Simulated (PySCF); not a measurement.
# Spin–spin couplings to the heavy atom in SMILES [BH2][SnH2][CH3], CH7BSn

Geometry:
```csv
atom,x (Å),y (Å),z (Å)
B1,1.935,-0.096,-0.030
Sn2,-0.046,0.931,0.274
C3,-1.650,-0.447,-0.195
H4,2.431,-0.762,0.848
H5,2.516,-0.031,-1.087
H6,-0.273,1.454,1.898
H7,-0.235,2.311,-0.738
H8,-1.583,-0.764,-1.245
H9,-1.592,-1.332,0.454
H10,-2.614,0.054,-0.033
```

Calculated values (PySCF 2.14 with density-fitted X2C routines): indirect couplings, PBE0/pcJ-1 (dyall-v2z on Sn), isolated molecule, finite nuclei, structure from PBE0-D3(BJ)/def2-SVP.

Non-relativistic values:
| coupling | atoms | J (Hz) |
| --- | --- | --- |
| 1J(119Sn,11B) | Sn2 – B1 | -512.8 |
| 1J(119Sn,13C) | Sn2 – C3 | -243.2 |
| 1J(119Sn,1H) | Sn2 – H6/H7 | -1264.1 |
| 2J(119Sn,1H) | Sn2 – H4/H5 | -58.0 |
| 2J(119Sn,1H) | Sn2 – H8/H9/H10 | 43.1 |

Problem. What do two-component X2C with spin–orbit coupling give?

Solution. 
| coupling | atoms | with spin–orbit (Hz) |
| --- | --- | --- |
| 1J(119Sn,11B) | Sn2 – B1 | -615.8 |
| 1J(119Sn,13C) | Sn2 – C3 | -261.8 |
| 1J(119Sn,1H) | Sn2 – H6/H7 | -1603.5 |
| 2J(119Sn,1H) | Sn2 – H4/H5 | -89.7 |
| 2J(119Sn,1H) | Sn2 – H8/H9/H10 | 46.9 |

The largest listed coupling, 1J(119Sn,1H), ends at 1.27 times its non-relativistic value. Equivalent partners are averaged, as under fast rotation. In the static structure 2J(119Sn,1H) spreads over 38.1, 38.3, 64.2 Hz.
